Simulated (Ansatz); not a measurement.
Reaction (redistribution): `[SiH3][SiH](S)[AsH2]` + `NBF` → `N[SiH]([SiH3])S` + `FB[AsH2]`

Program: Ansatz. Geometries: PBE0-D4/def2-TZVP. ΔE: electronic, gas phase. CBS: MP2 limit from def2 TZ/QZ plus the TZ coupled-cluster correction, frozen cores. This one scheme is used for every species. Functionals use def2-TZVPP. For As outer-core shells are correlated without core-valence functions, which leaves a few kJ/mol of doubt a bond. Scalar relativity is left out up to krypton. Each species was taken in one conformer, which may not be the lowest.

```csv
species,PBE-D4 energy (Eh)
`[SiH3][SiH](S)[AsH2]`,-3216.51851
`NBF`,-181.22422
`N[SiH]([SiH3])S`,-1035.71130
`FB[AsH2]`,-2361.98599
```

(1) Work out ΔE.

Largest T1 diagnostic among the species: 0.013.

Answers

(1) ΔE = (-1035.71130) + (-2361.98599) − (-3216.51851) − (-181.22422) = 0.04544 Eh = +119.3 kJ/mol. CCSD(T)/CBS gives +111.0 kJ/mol.

In def2-TZVPP, CCSD(T) changes the Hartree–Fock value by +4.7 kJ/mol (the triples alone add +1.3 kJ/mol) and MP2 by +7.3 kJ/mol. The D4 term adds +4.3 kJ/mol with B3LYP and +2.5 kJ/mol with PBE0; it sums over pairs of atoms, weighted by their polarisabilities, and B3LYP, whose exchange is more repulsive, gets the larger term.

B3LYP here is the variant with VWN-RPA as its local correlation; programs differ in this.
